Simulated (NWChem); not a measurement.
# C2H3O2, doublet; SMILES [C](=O)OC

```xyz
7

C      0.4796     1.3324     0.0865
O     -0.6191     0.4648     0.4126
C     -0.5138    -0.7786     0.0265
O      0.3558    -1.3296    -0.5611
H      0.6113     1.3823    -1.0038
H      0.2199     2.3184     0.4865
H      1.4051     0.9612     0.5494
```
Atoms are numbered in this order, from 1.

Computed with NWChem. Spin-unrestricted. The geometry was optimised at PBE0/def2-SVP, spin-unrestricted. No stability test was run on the SCF state. Level: M05-2X/def2-SVP with SMD (1 M gas to 1 M solution), gas-phase geometry. Reactions with the solvent are ignored.

What does the run give for solvent dichloromethane? Quantities: solvation free energy (kcal/mol); cavity-dispersion-structure term (kcal/mol); dipole in solution (D).


```yaml
solvation free energy (kcal/mol): -1.5
cavity-dispersion-structure term (kcal/mol): 2.2
dipole in solution (D): 3.20
```
